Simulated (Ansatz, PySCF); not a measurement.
Breaking the Si5–H6 bond in BH5OSi (SMILES BO[SiH3]) (multiplicity 1 held, fragments rigid). Energies count from the point at 1.477 Å.
Geometry at that point (charge 0, multiplicity 1):
```xyz
8

B     -0.35531     0.16771     1.74611
H     -1.12198     0.72283     2.47444
H      0.51570    -0.54224     2.16560
O     -0.48933     0.35731     0.41765
Si     0.33066    -0.20123    -0.91476
H      0.86264     0.96822    -1.64325
H     -0.62978    -0.93425    -1.76420
H      1.43536    -1.09434    -0.49777
```

U- levels take the lowest unrestricted solution at each point, which mixes spins at long bonds. Active spaces are followed from a long bond inwards. Levels need not reach the same state.

Frozen-core correlation. Rows in 3-21G, 6-31G* carry no dispersion term and start afresh at each structure (6-31G* with six Cartesian d functions). MP2/6-31G* freezes PySCF's default core.

Programs: Ansatz (a first-principles code) with Gaussian orbitals; PySCF for 3-21G rows, 6-31G* rows. 

Other levels give for the energy at R = 4.726 Å: U-PBE/cc-pV(T+d)Z 92.09; U-B3LYP/cc-pV(T+d)Z 96.45; U-wB97X-V/cc-pV(T+d)Z 98.58; FIC-MRCISD+Q on CASSCF(2,2)/cc-pV(T+d)Z 97.45 kcal/mol.

Common cheap choices:

| level | energy at R = 4.726 Å (kcal/mol) |
|---|---|
| R-HF/3-21G | 180.17 |
| R-HF/6-31G* | 181.90 |
| U-HF/6-31G* | 78.91 |
| R-B3LYP/6-31G* | 134.70 |
| U-B3LYP/6-31G* | 96.39 |
| R-MP2/6-31G* | 121.40 |

Doubts at one or more of the structures used: a restricted determinant that unrestricted orbitals would lower (R-HF/3-21G, R-HF/6-31G*, R-B3LYP/6-31G*, R-MP2/6-31G*); a spin-contaminated determinant (U-HF/6-31G*, U-B3LYP/6-31G*, U-PBE/cc-pV(T+d)Z, U-B3LYP/cc-pV(T+d)Z, U-wB97X-V/cc-pV(T+d)Z).
